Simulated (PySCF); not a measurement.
Compound: C6H4NO (doublet state).
Numbering: `[CH:1]#[C:2][C:3]#[C:4][CH2:5][NH:6][C:7]=[O:8]` (hydrogens: H9 on C1; H10, H11 on C5; H12 on N6)

Cartesian coordinates in Å at the GFN2-xTB level; atoms count from 1:
```xyz
12
C6H4NO angstrom
C      3.755   -0.408    1.444
C      2.641   -0.433    0.984
C      1.384   -0.456    0.474
C      0.278   -0.513   -0.012
C     -1.070   -0.492   -0.501
N     -1.863    0.580    0.186
C     -2.571    1.492   -0.417
O     -2.808    1.765   -1.561
H      4.726   -0.384    1.837
H     -1.560   -1.456   -0.319
H     -1.101   -0.264   -1.570
H     -1.809    0.569    1.194
```

The hyperfine couplings belong to this conformer and change with its torsions.

The calculation used PySCF 2.14.0, UKS B3LYP, pcH-1 on C H N O, non-relativistic, mean-field spin-orbit, GIAO. One conformer (not necessarily the lowest) at the GFN2-xTB geometry, without solvent, vibrations or thermal averaging. The geometry wasn't refined by DFT: couplings that depend on bond lengths, twists or pyramidal angles can differ widely from those at the functional's own minimum. Stability of the SCF solution: not tested.

Question: Break the g tensor into its mass correction, gauge correction and orbital-Zeeman/spin–orbit terms.

Answer: 
```json
{"Δg (ppm)": "relativistic mass correction", "1": "-233", "2": "-233", "3": "-233"}
{"Δg (ppm)": "gauge correction", "1": "49", "2": "16", "3": "-115"}
{"Δg (ppm)": "orbital Zeeman/spin–orbit", "1": "-3095", "2": "-188", "3": "2332"}
{"Δg (ppm)": "total", "1": "-3280", "2": "-405", "3": "1983"}
```

So g = 1.99904, 2.00191, 2.00430 and g_iso = 2.00175; the tensor is rhombic: the two nearest values differ by 45 % of g3 − g1. 

Question: What effective moment and Curie constant follow for a powder?

Answer: With the mean of g² = 4.0070 and S(S+1) = 0.75: μ_eff = √(⟨g²⟩S(S+1)) = 1.734 μB and χT = 0.12505·⟨g²⟩·S(S+1) = 0.376 cm³ K/mol (cgs; spin-Hamiltonian part alone).

Question: Average each term over the three axes. Which is largest in size?

Answer: The orbital-Zeeman/spin–orbit term -317, the mass correction -233 and the gauge correction -17 ppm, for a total of -567 ppm. The orbital-Zeeman/spin–orbit term is the largest in size. The mass correction is the same along every axis, so the anisotropy comes from the other two: their spans along these axes are 163 (gauge) and 5427 ppm (orbital Zeeman/spin–orbit).

Question: At 9.754 GHz, how far is the centre of the isotropic spectrum from where a free electron (g = 2.002319) resonates?

Answer: B = hν/(g μB) with μB/h = 13.99624 MHz/mT gives 348.05 mT for the free electron and 348.15 mT at g_iso, 0.10 mT higher.

Question: In a frozen sample, at which fields do the three g values resonate at 9.5, 34, 94 and 263 GHz (hyperfine left aside), and which band first spreads them over more than twice a line width of 0.3 mT?

Answer: 
```json
{"band": "X", "GHz": "9.5", "B(g3) mT": "338.65", "B(g2) mT": "339.05", "B(g1) mT": "339.54", "spread mT": "0.89"}
{"band": "Q", "GHz": "34.0", "B(g3) mT": "1212.00", "B(g2) mT": "1213.45", "B(g1) mT": "1215.20", "spread mT": "3.19"}
{"band": "W", "GHz": "94.0", "B(g3) mT": "3350.83", "B(g2) mT": "3354.83", "B(g1) mT": "3359.66", "spread mT": "8.82"}
{"band": "J", "GHz": "263.0", "B(g3) mT": "9375.21", "B(g2) mT": "9386.39", "B(g1) mT": "9399.89", "spread mT": "24.68"}
```

The spread grows in proportion to the frequency. X band is the first where it exceeds 0.6 mT.

The largest Mulliken spin populations are on C7 (+0.65), O8 (+0.27) and C5 (+0.08).

The HOMO–LUMO gaps are 4.23 eV among the α and 5.32 eV among the β orbitals.

Time: 52 s wall (with the writing of density and orbital grids); peak memory 0.90 GiB. Hardware: an Arm Neoverse V2 with one thread, no GPU, on a shared host.
